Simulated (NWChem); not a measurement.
System: CH₆FNOSi; SMILES N[Si@@H](O)CF

The following NWChem deck was run.

```
start job
memory heap 200 mb stack 900 mb global 1100 mb
geometry units angstroms noautoz
  N     -1.387732     1.043342     0.348368
  Si     0.069119     0.618325    -0.464069
  O      1.505884     0.997204     0.300720
  C     -0.119418    -1.262251    -0.700008
  F     -0.553539    -1.805093     0.532897
  H     -1.607970     1.990097     0.629047
  H     -1.813538     0.354226     0.956699
  H      0.198080     1.326840    -1.758173
  H      1.595038     0.675728     1.209652
  H     -0.871301    -1.513657    -1.459636
  H      0.818433    -1.760236    -0.976152
end
basis spherical
  * library def2-tzvp
end
dft
  xc r2scan
  iterations 150
  semidirect filesize 400000000
  mulliken
end
task dft energy
```

Excerpt of the output:

```
             Northwest Computational Chemistry Package (NWChem) 7.3.0
             --------------------------------------------------------

 C1  symmetry detected

                             Geometry "geometry" -> ""
                             -------------------------

 Output coordinates in angstroms (scale by  1.889725989 to convert to a.u.)

  No.       Tag          Charge          X              Y              Z
 ---- ---------------- ---------- -------------- -------------- --------------
    1 N                    7.0000    -1.61305576     0.50084330     0.22503149
    2 Si                  14.0000    -0.01356985     0.62351158    -0.39923246
    3 O                    8.0000     1.10633168     1.44338531     0.53155904
    4 C                    6.0000     0.48090589    -1.20028199    -0.63808442
    5 F                    9.0000     0.11598203    -1.89834571     0.53781134
    6 H                    1.0000    -2.17496115     1.30652062     0.46747095
    7 H                    1.0000    -1.84650742    -0.31148191     0.78349929
    8 H                    1.0000     0.01745614     1.37546151    -1.67474737
    9 H                    1.0000     1.19194517     1.14193733     1.44766607
   10 H                    1.0000    -0.04456773    -1.66754313    -1.48135912
   11 H                    1.0000     1.55807603    -1.34023875    -0.79276362

 Effective nuclear repulsion energy (a.u.)     248.8525916970

                                 NWChem DFT Module
                                 -----------------

 Summary of "ao basis" -> "ao basis" (spherical)
 ------------------------------------------------------------------------------
       Tag                 Description            Shells   Functions and Types
 ---------------- ------------------------------  ------  ---------------------
 N                         def2-tzvp                11       31   5s3p2d1f
 Si                        def2-tzvp                13       37   5s5p2d1f
 O                         def2-tzvp                11       31   5s3p2d1f
 C                         def2-tzvp                11       31   5s3p2d1f
 F                         def2-tzvp                11       31   5s3p2d1f
 H                         def2-tzvp                 4        6   3s1p

            General Information
            -------------------
          SCF calculation type: DFT
          Wavefunction type:  closed shell.
          No. of atoms     :    11
          No. of electrons :    50
           Alpha electrons :    25
            Beta electrons :    25
          Charge           :     0
          Spin multiplicity:     1
          Use of symmetry is: off; symmetry adaption is: off
          Maximum number of iterations: 150
          AO basis - number of functions:   197
                     number of shells:    81
          Convergence on energy requested:  1.00D-06
          Convergence on density requested:  1.00D-05
          Convergence on gradient requested:  5.00D-04

              XC Information
              --------------
                      r^2SCAN Method XC Functional
               r^2SCAN metaGGA Exchange Functional  1.000
                     r^2SCAN Correlation Potential  1.000

             Grid Information
             ----------------
          Grid used for XC integration:  medium
          Radial quadrature: Mura-Knowles
          Angular quadrature: Lebedev.
          Tag              B.-S. Rad. Rad. Pts. Rad. Cut. Ang. Pts.
          ---              ---------- --------- --------- ---------
          N                   0.65       49          11.0       434
          Si                  1.10       88           9.0       590
          O                   0.60       49          11.0       434
          C                   0.70       49          11.0       434
          F                   0.50       49          11.0       434
          H                   0.35       45          12.0       434
          Grid pruning is: on
          Number of quadrature shells:   554
          Spatial weights used:  Erf1

      Superposition of Atomic Density Guess
      -------------------------------------

 Sum of atomic energies:        -558.01953134

      Non-variational initial energy
      ------------------------------

 Total energy =    -559.925225
 1-e energy   =   -1264.769811
 2-e energy   =     455.991994
 HOMO         =      -0.343732
 LUMO         =       0.019810

------------------------------------------------------------
EAF file 0: "./job.aoints.0" size=692060160 bytes
------------------------------------------------------------
               write      read    awrite     aread      wait
               -----      ----    ------     -----      ----
     calls:     1320         0         0         0         0
   data(b): 6.92e+08  0.00e+00  0.00e+00  0.00e+00
   time(s): 0.00e+00  0.00e+00  0.00e+00  0.00e+00  0.00e+00
rate(mb/s): 0.00e+00  0.00e+00
------------------------------------------------------------

     ---------------------------------------------
      Total Density - Mulliken Population Analysis
     ---------------------------------------------

    Atom       Charge   Shell Charges
 -----------   ------   -------------------------------------------------------
    1 N    7     7.93   0.82  1.16  0.57  0.81  0.16  1.64  1.93  0.83  0.00  0.01  0.00
    2 Si  14    13.08   2.00  0.59  1.39  0.80  0.36  4.11  1.73  0.50  0.93  0.25  0.18  0.16  0.06
    3 O    8     8.85   0.79  1.18  0.59  0.95  0.24  2.02  2.21  0.85  0.00  0.01  0.00
    4 C    6     6.08   0.86  1.12  0.54  0.69  0.12  1.06  1.27  0.33  0.02  0.07  0.01
    5 F    9     9.40   0.77  1.20  0.61  1.01  0.32  2.33  2.31  0.85  0.00  0.01  0.00
    6 H    1     0.67   0.22  0.34  0.08  0.04
    7 H    1     0.67   0.22  0.34  0.08  0.04
    8 H    1     1.05   0.23  0.54  0.28  0.01
    9 H    1     0.55   0.19  0.26  0.06  0.04
   10 H    1     0.86   0.24  0.45  0.14  0.02
   11 H    1     0.86   0.24  0.45  0.14  0.02

   convergence    iter        energy       DeltaE   RMS-Dens  Diis-err
 ---------------- ----- ----------------- --------- --------- ---------
 d= 0,ls=0.0,diis     1   -560.9629319829 -8.10D+02  6.17D-03  1.33D+00
 d= 0,ls=0.0,diis     2   -560.8210989452  1.42D-01  4.17D-03  2.72D+00
 d= 0,ls=0.0,diis     3   -561.0626914345 -2.42D-01  7.47D-04  1.16D-01
 d= 0,ls=0.0,diis     4   -561.0703333963 -7.64D-03  3.60D-04  1.78D-02
 d= 0,ls=0.0,diis     5   -561.0719448600 -1.61D-03  9.22D-05  1.44D-03
  Resetting Diis
 d= 0,ls=0.0,diis     6   -561.0720931441 -1.48D-04  2.14D-05  3.48D-05
 d= 0,ls=0.0,diis     7   -561.0720950125 -1.87D-06  2.36D-05  1.58D-05
 d= 0,ls=0.0,diis     8   -561.0720918923  3.12D-06  1.50D-05  5.54D-05
 d= 0,ls=0.0,diis     9   -561.0720962835 -4.39D-06  1.01D-06  9.05D-08
 d= 0,ls=0.0,diis    10   -561.0720962922 -8.76D-09  3.04D-07  1.39D-08

         Total DFT energy =     -561.072096292228
      One electron energy =    -1269.798941588541
           Coulomb energy =      514.398701151999
    Exchange-Corr. energy =      -54.524447552685
 Nuclear repulsion energy =      248.852591697000

 Numeric. integr. density =       49.999997495461

                       DFT Final Molecular Orbital Analysis
                       ------------------------------------

 Vector   23  Occ=2.000000D+00  E=-3.048977D-01
              MO Center=  6.3D-01,  4.9D-01,  1.2D-01, r^2= 3.5D+00
   Bfn.  Coefficient  Atom+Function         Bfn.  Coefficient  Atom+Function
  ----- ------------  ---------------      ----- ------------  ---------------
    74      0.238469   3 O  px               77      0.206756   3 O  px
    75     -0.196617   3 O  py              136      0.188894   5 F  px
    78     -0.169772   3 O  py              139      0.154050   5 F  px
    80      0.152648   3 O  px               76     -0.128233   3 O  pz
    47     -0.126392   2 Si py              193     -0.121274  11 H  s

 Vector   24  Occ=2.000000D+00  E=-2.604748D-01
              MO Center=  3.8D-01, -3.6D-01, -1.8D-01, r^2= 3.3D+00
   Bfn.  Coefficient  Atom+Function         Bfn.  Coefficient  Atom+Function
  ----- ------------  ---------------      ----- ------------  ---------------
   137      0.239863   5 F  py              106     -0.233045   4 C  py
    75     -0.213505   3 O  py              109     -0.208028   4 C  py
   140      0.193604   5 F  py               78     -0.179582   3 O  py
    47      0.177523   2 Si py              143      0.156837   5 F  py
    81     -0.137905   3 O  py              176      0.121817   8 H  s

 Vector   25  Occ=2.000000D+00  E=-2.400077D-01
              MO Center= -1.3D+00,  5.8D-01,  1.6D-01, r^2= 2.0D+00
   Bfn.  Coefficient  Atom+Function         Bfn.  Coefficient  Atom+Function
  ----- ------------  ---------------      ----- ------------  ---------------
     8      0.315681   1 N  pz               11      0.281348   1 N  pz
    14      0.244656   1 N  pz                6      0.200475   1 N  px
     9      0.179403   1 N  px               12      0.179201   1 N  px
    74      0.162788   3 O  px               77      0.137536   3 O  px
    80      0.112389   3 O  px                7      0.101193   1 N  py

 Vector   26  Occ=0.000000D+00  E=-1.872159D-03
              MO Center= -3.3D-02, -6.5D-02, -3.4D-02, r^2= 5.3D+00
   Bfn.  Coefficient  Atom+Function         Bfn.  Coefficient  Atom+Function
  ----- ------------  ---------------      ----- ------------  ---------------
     5      0.722129   1 N  s               113     -0.474992   4 C  pz
   135      0.436824   5 F  s                51     -0.352660   2 Si pz
   170     -0.352224   7 H  s                50     -0.343210   2 Si py
   182     -0.300138   9 H  s               188     -0.297776  10 H  s
    73      0.295937   3 O  s               164     -0.277160   6 H  s

 Vector   27  Occ=0.000000D+00  E= 3.621915D-02
              MO Center=  6.5D-01,  7.5D-01,  3.3D-01, r^2= 5.3D+00
   Bfn.  Coefficient  Atom+Function         Bfn.  Coefficient  Atom+Function
  ----- ------------  ---------------      ----- ------------  ---------------
    73     -0.825447   3 O  s                49      0.802676   2 Si px
   182      0.775261   9 H  s                 5      0.671334   1 N  s
   104     -0.327917   4 C  s                46      0.274523   2 Si px
   188      0.182605  10 H  s                71     -0.172970   3 O  s
   181      0.172776   9 H  s                14     -0.156960   1 N  pz

 Vector   28  Occ=0.000000D+00  E= 5.498582D-02
              MO Center= -9.0D-01,  2.8D-01,  5.6D-02, r^2= 6.3D+00
   Bfn.  Coefficient  Atom+Function         Bfn.  Coefficient  Atom+Function
  ----- ------------  ---------------      ----- ------------  ---------------
     5      1.374960   1 N  s               170     -0.820050   7 H  s
   164     -0.730421   6 H  s               176      0.609837   8 H  s
    36     -0.596012   2 Si s               182     -0.404942   9 H  s
    49      0.397535   2 Si px              135     -0.332759   5 F  s
   112     -0.272562   4 C  py              113      0.270531   4 C  pz

------------------------------------------------------------
EAF file 0: "./job.aoints.0" size=1040711680 bytes
------------------------------------------------------------
               write      read    awrite     aread      wait
               -----      ----    ------     -----      ----
     calls:     1985         9         0     17856     17856
   data(b): 1.04e+09  4.72e+06  0.00e+00  9.36e+09
   time(s): 0.00e+00  0.00e+00  0.00e+00  0.00e+00  0.00e+00
rate(mb/s): 0.00e+00  0.00e+00
------------------------------------------------------------

     ---------------------------------------------
      Total Density - Mulliken Population Analysis
     ---------------------------------------------

    Atom       Charge   Shell Charges
 -----------   ------   -------------------------------------------------------
    1 N    7     7.65   0.82  1.15  0.54  0.78  0.20  1.56  1.71  0.86  0.00  0.01  0.00
    2 Si  14    13.42   2.01  0.57  1.39  0.80  0.28  4.13  1.69  0.59  1.10  0.26  0.26  0.25  0.08
    3 O    8     8.54   0.79  1.18  0.59  0.91  0.30  1.90  1.97  0.89  0.00  0.02  0.00
    4 C    6     6.09   0.86  1.12  0.52  0.69  0.05  1.24  1.25  0.26  0.02  0.07  0.01
    5 F    9     9.27   0.77  1.20  0.62  0.96  0.39  2.27  2.13  0.91  0.00  0.01  0.00
    6 H    1     0.76   0.26  0.40  0.06  0.04
    7 H    1     0.75   0.26  0.39  0.05  0.04
    8 H    1     1.06   0.25  0.54  0.25  0.01
    9 H    1     0.68   0.25  0.34  0.04  0.05
   10 H    1     0.90   0.27  0.49  0.11  0.02
   11 H    1     0.90   0.27  0.49  0.11  0.02

     -------------------------------------------
      Total Density - Lowdin Population Analysis
     -------------------------------------------

    Atom       Charge   Shell Charges
 -----------   ------   -------------------------------------------------------
    1 N    7     7.25   0.89  1.07  0.44  0.46  0.24  1.40  1.70  0.99  0.00  0.06  0.00
    2 Si  14    13.93   2.00  0.83  1.09  0.45  0.25  3.85  1.87  0.68  1.04  0.47  0.29  0.81  0.31
    3 O    8     8.14   0.87  1.09  0.54  0.59  0.31  1.75  1.93  1.02  0.00  0.03  0.00
    4 C    6     6.41   0.91  1.04  0.39  0.37  0.19  1.09  1.35  0.57  0.03  0.39  0.06
    5 F    9     8.97   0.86  1.10  0.60  0.71  0.38  2.13  2.14  1.01  0.00  0.03  0.00
    6 H    1     0.84   0.25  0.35  0.13  0.11
    7 H    1     0.84   0.25  0.35  0.13  0.12
    8 H    1     1.04   0.25  0.48  0.29  0.02
    9 H    1     0.82   0.24  0.31  0.11  0.16
   10 H    1     0.88   0.26  0.40  0.16  0.06
   11 H    1     0.88   0.26  0.40  0.16  0.06

     Multipole analysis of the density
     ---------------------------------

     L   x y z        total         alpha         beta         nuclear
     -   - - -        -----         -----         ----         -------
     0   0 0 0     -0.000000    -25.000000    -25.000000     50.000000

     1   1 0 0     -0.280133     -0.140066     -0.140066      0.000000
     1   0 1 0     -0.009148     -0.004574     -0.004574      0.000000
     1   0 0 1      0.244212      0.122106      0.122106     -0.000000

     2   2 0 0    -26.442694    -87.334035    -87.334035    148.225376
     2   1 1 0     -2.526656      1.127296      1.127296     -4.781247
     2   1 0 1     -1.120528      1.183346      1.183346     -3.487220
     2   0 2 0    -30.478880   -148.297140   -148.297140    266.115400
     2   0 1 1      2.450373     -2.520291     -2.520291      7.490955
     2   0 0 2    -25.281712    -45.580747    -45.580747     65.879783
```

Level: r2SCAN/def2-TZVP. The geometry was optimised at B3LYP/6-31G* (spherical d).
